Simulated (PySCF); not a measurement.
Isomers of C8H11F3O, from PBE0-D3(BJ)/def2-SVP geometry optimisation, gas phase in PySCF 2.14.0. One conformer each, no zero-point energy, no frequencies.

**Question.** Which is lower in electronic energy at this level?
A. `[F:1][C:2]([F:3])=[C:4]([F:5])[C@@H:6]1[CH2:7][CH2:8][CH2:9][CH2:10][CH2:11][O:12]1` with C2–C4–C6–C7 120°, C4–C6–C7–C8 167°, C6–C7–C8–C9 51°, C7–C8–C9–C10 -68°, C8–C9–C10–C11 82°: A = 1751, B = 565.4, C = 467.5 MHz, dipole 2.87 D
B. `C[C@@H]1[C@@H](C(F)(F)F)[C@H]2CC[C@@H]1O2`: A = 1421, B = 867.7, C = 699.0 MHz, dipole 1.25 D

**Answer.** B. That is `C[C@@H]1[C@@H](C(F)(F)F)[C@H]2CC[C@@H]1O2`, 47.1 kcal/mol below the other.

```json
{"SMILES": "C[C@@H]1[C@@H](C(F)(F)F)[C@H]2CC[C@@H]1O2", "mapped SMILES": "[CH3:1][C@@H:2]1[C@@H:3]([C:4]([F:5])([F:6])[F:7])[C@H:8]2[CH2:9][CH2:10][C@@H:11]1[O:12]2", "E (Eh)": "-685.02935", "relative (kcal/mol)": "0.0", "relative (kJ/mol)": "0.0", "dipole (D)": "1.25"}
{"SMILES": "FC(F)=C(F)[C@@H]1CCCCCO1", "mapped SMILES": "[F:1][C:2]([F:3])=[C:4]([F:5])[C@@H:6]1[CH2:7][CH2:8][CH2:9][CH2:10][CH2:11][O:12]1", "E (Eh)": "-684.95426", "relative (kcal/mol)": "47.1", "relative (kJ/mol)": "197.2", "dipole (D)": "2.87"}
```

As drawn, the higher has a C=C bond outside aromatic rings, which the lower lacks.
